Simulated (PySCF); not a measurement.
Cl₄Sn (SMILES [Cl][Sn]([Cl])([Cl])[Cl]), singlet, geometry from GFN2-xTB (such geometries of metal compounds can be far from the true shape) (all electrons, no relativity); BLYP/STO-3G (PySCF).

Here is a job for PySCF.
```python
from pyscf import gto, scf, dft

mol = gto.Mole()
mol.atom = '''
    Cl   -1.800326   -0.844165   -1.188518
    Sn    0.000000    0.000000   -0.000000
    Cl   -0.316765    2.263579    0.377138
    Cl    1.945281   -0.315132   -1.217759
    Cl    0.171811   -1.104282    2.029139
'''
mol.basis = 'sto-3g'
mol.charge = 0
mol.spin = 0
mol.verbose = 4
mol.symmetry = True
mol.build()

mf = dft.RKS(mol)
mf.xc = 'blyp'
mf.kernel()
mf.analyze()
```

What the program printed (banner, timings and long lists left out):

```
PySCF version 2.14.0

[INPUT] verbose = 4
[INPUT] num. atoms = 5
[INPUT] num. electrons = 118
[INPUT] charge = 0
[INPUT] spin (= nelec alpha-beta = 2S) = 0
[INPUT] symmetry True subgroup None
[INPUT] Mole.unit = angstrom
[INPUT] Symbol           X                Y                Z      unit          X                Y                Z       unit  Magmom
[INPUT]  1 Cl    -1.800326000000  -0.844165000000  -1.188518000000 AA   -3.402123074934  -1.595240653943  -2.245973514116 Bohr   0.0
[INPUT]  2 Sn     0.000000000000   0.000000000000   0.000000000000 AA    0.000000000000   0.000000000000   0.000000000000 Bohr   0.0
[INPUT]  3 Cl    -0.316765000000   2.263579000000   0.377138000000 AA   -0.598599095848   4.277544371317   0.712687531166 Bohr   0.0
[INPUT]  4 Cl     1.945281000000  -0.315132000000  -1.217759000000 AA    3.676048325320  -0.595513173086  -2.301230995724 Bohr   0.0
[INPUT]  5 Cl     0.171811000000  -1.104282000000   2.029139000000 AA    0.324675735188  -2.086790544287   3.834516978674 Bohr   0.0

nuclear repulsion = 1019.23995728297
point group symmetry = C3v, use subgroup Cs
symmetry origin: [ 2.72248679e-07 -6.02154861e-17 -1.20430972e-16]
symmetry axis x: [-0.11881352  0.86787379  0.48236752]
symmetry axis y: [ 0.07416694 -0.47669428  0.87593483]
symmetry axis z: [ 0.99014272  0.13984862 -0.00772982]
num. orbitals of irrep A' = 42
num. orbitals of irrep A" = 21
number of shells = 31
number of NR pGTOs = 189
number of NR cGTOs = 63
basis = sto-3g
ecp = {}

******** <class 'pyscf.dft.rks_symm.SymAdaptedRKS'> ********
method = SymAdaptedRKS
initial guess = minao
damping factor = 0
level_shift factor = 0
DIIS = <class 'pyscf.scf.diis.CDIIS'>
diis_start_cycle = 1
diis_space = 8
diis_damp = 0
SCF conv_tol = 1e-09
SCF conv_tol_grad = None
SCF max_cycles = 50
direct_scf = True
direct_scf_tol = 1e-13
XC library pyscf.dft.libxc version 7.1.2
    S. Lehtola, C. Steigemann, M. J. T. Oliveira, and M. A. L. Marques,  SoftwareX 7, 1–5 (2018)
XC functionals = blyp
    A. D. Becke,  Phys. Rev. A 38, 3098 (1988)
    C. Lee, W. Yang, and R. G. Parr,  Phys. Rev. B 37, 785 (1988)
    B. Miehlich, A. Savin, H. Stoll, and H. Preuss,  Chem. Phys. Lett. 157, 200 (1989)
radial grids:
    Treutler-Ahlrichs [JCP 102, 346 (1995); DOI:10.1063/1.469408] (M4) radial grids

becke partition: Becke, JCP 88, 2547 (1988); DOI:10.1063/1.454033
pruning grids: <function nwchem_prune>
grids dens level: 3
symmetrized grids: True
atomic radii adjust function: <function treutler_atomic_radii_adjust>
small_rho_cutoff = 0
Freeze 0 electrons in irreps []
    118 free electrons in irreps A' A"
Set gradient conv threshold to 3.16228e-05
Initial guess from minao.
tot grids = 97480
init E= -7768.90988152616
HOMO (A") = -0.612643444656905  LUMO (A') = -0.417377922520338  gap/eV = 5.31345
cycle= 1 E= -7785.96759338335  delta_E= -17.1  |g|= 0.215  |ddm|= 3.16
HOMO (A") = -0.224095805758269  LUMO (A') = -0.0282601569713788  gap/eV = 5.32896
cycle= 2 E= -7785.97693756073  delta_E= -0.00934  |g|= 0.0208  |ddm|= 0.337
HOMO (A") = -0.225649786234088  LUMO (A') = -0.0321162418926922  gap/eV = 5.26632
cycle= 3 E= -7785.97700634295  delta_E= -6.88e-05  |g|= 0.0118  |ddm|= 0.0726
HOMO (A") = -0.225945977387443  LUMO (A') = -0.0310705708067609  gap/eV = 5.30283
cycle= 4 E= -7785.97708791836  delta_E= -8.16e-05  |g|= 0.000256  |ddm|= 0.0324
HOMO (A") = -0.225903960013603  LUMO (A') = -0.0310438780856906  gap/eV = 5.30241
cycle= 5 E= -7785.97708795472  delta_E= -3.64e-08  |g|= 8.43e-06  |ddm|= 0.000587
HOMO (A") = -0.225905661403527  LUMO (A') = -0.0310460232698097  gap/eV = 5.30240
cycle= 6 E= -7785.97708795476  delta_E= -3.46e-11  |g|= 1.55e-07  |ddm|= 2.9e-05
HOMO (A") = -0.225905629503118  LUMO (A') = -0.0310460064812411  gap/eV = 5.30240
Extra cycle  E= -7785.97708795478  delta_E= -2.18e-11  |g|= 1.37e-07  |ddm|= 8.69e-07
converged SCF energy = -7785.97708795478
**** SCF Summaries ****
Total Energy =                       -7785.977087954778654
Nuclear Repulsion Energy =            1019.239957282971432
One-electron Energy =               -12794.648094864442101
Two-electron Energy =                 3989.431049626690765
Two-electron Coulomb Energy =         4263.510200345246631
DFT Exchange-Correlation Energy =     -274.079150718555866
HOMO-LUMO gap [eV] =                     5.302400421759978
Wave-function symmetry = A'
occupancy for each irrep:     A'   A"
                              39   20
**** MO energy ****
MO #1 (A' #1), energy= -1016.99813545548 occ= 2
MO #2 (A' #2), energy= -148.206529894492 occ= 2
MO #3 (A' #3), energy= -141.087625895025 occ= 2
MO #4 (A" #1), energy= -141.087625872362 occ= 2
MO #5 (A' #4), energy= -141.087625866358 occ= 2
MO #6 (A' #5), energy= -99.6545914224296 occ= 2
MO #7 (A' #6), energy= -99.6545807145369 occ= 2
MO #8 (A" #2), energy= -99.6545802939594 occ= 2
MO #9 (A' #7), energy= -99.6545802630498 occ= 2
MO #10 (A' #8), energy= -27.2072349349395 occ= 2
MO #11 (A' #9), energy= -24.6112812404431 occ= 2
MO #12 (A" #3), energy= -24.6112810743663 occ= 2
MO #13 (A' #10), energy= -24.6112805964874 occ= 2
MO #14 (A' #11), energy= -16.8241126344299 occ= 2
MO #15 (A' #12), energy= -16.8241121152603 occ= 2
MO #16 (A" #4), energy= -16.8241121083448 occ= 2
MO #17 (A" #5), energy= -16.8239294958249 occ= 2
MO #18 (A' #13), energy= -16.8239285752585 occ= 2
MO #19 (A' #14), energy= -8.95569367918035 occ= 2
MO #20 (A' #15), energy= -8.95512333054336 occ= 2
MO #21 (A' #16), energy= -8.95512314022905 occ= 2
MO #22 (A" #6), energy= -8.95512306667438 occ= 2
MO #23 (A' #17), energy= -6.81271896868115 occ= 2
MO #24 (A' #18), energy= -6.81219864324336 occ= 2
MO #25 (A" #7), energy= -6.81219340639117 occ= 2
MO #26 (A' #19), energy= -6.81219263028143 occ= 2
MO #27 (A' #20), energy= -6.79793965147686 occ= 2
MO #28 (A" #8), energy= -6.7979372076208 occ= 2
MO #29 (A' #21), energy= -6.79793295175123 occ= 2
MO #30 (A" #9), energy= -6.79780666878264 occ= 2
MO #31 (A' #22), energy= -6.7978008249014 occ= 2
MO #32 (A" #10), energy= -6.7977982351974 occ= 2
MO #33 (A" #11), energy= -6.79770864571277 occ= 2
MO #34 (A' #23), energy= -6.79770323865549 occ= 2
MO #35 (A' #24), energy= -4.0161155637238 occ= 2
MO #36 (A' #25), energy= -2.93917313871918 occ= 2
MO #37 (A" #12), energy= -2.93917230726965 occ= 2
MO #38 (A' #26), energy= -2.93917187960322 occ= 2
MO #39 (A' #27), energy= -0.717277153644932 occ= 2
MO #40 (A' #28), energy= -0.710341874157306 occ= 2
MO #41 (A" #13), energy= -0.710341667424428 occ= 2
MO #42 (A' #29), energy= -0.710341646408885 occ= 2
MO #43 (A' #30), energy= -0.596712460810195 occ= 2
MO #44 (A" #14), energy= -0.59671076334065 occ= 2
MO #45 (A" #15), energy= -0.586679965761818 occ= 2
MO #46 (A' #31), energy= -0.586679911830673 occ= 2
MO #47 (A' #32), energy= -0.586678827716648 occ= 2
MO #48 (A' #33), energy= -0.389879732128793 occ= 2
MO #49 (A' #34), energy= -0.316308522210815 occ= 2
MO #50 (A' #35), energy= -0.316308391894013 occ= 2
MO #51 (A" #16), energy= -0.316308259395024 occ= 2
MO #52 (A' #36), energy= -0.23387882850947 occ= 2
MO #53 (A" #17), energy= -0.233878780313026 occ= 2
MO #54 (A' #37), energy= -0.233878250268578 occ= 2
MO #55 (A' #38), energy= -0.232430276091898 occ= 2
MO #56 (A" #18), energy= -0.232429725610537 occ= 2
MO #57 (A" #19), energy= -0.225906584039525 occ= 2
MO #58 (A' #39), energy= -0.225906055960408 occ= 2
MO #59 (A" #20), energy= -0.225905629503118 occ= 2
MO #60 (A' #40), energy= -0.0310460064812411 occ= 0
MO #61 (A' #41), energy= 0.0727887535988334 occ= 0
MO #62 (A" #21), energy= 0.0727890851940844 occ= 0
MO #63 (A' #42), energy= 0.0727898485988422 occ= 0
 ** Mulliken pop on meta-lowdin orthogonal AOs  **
 ** Mulliken pop  **
 ** Mulliken atomic charges  **
charge of    0Cl =     -0.24038
charge of    1Sn =      0.96151
charge of    2Cl =     -0.24038
charge of    3Cl =     -0.24038
charge of    4Cl =     -0.24038
Dipole moment(X, Y, Z, Debye): -0.00000, -0.00000,  0.00001
```
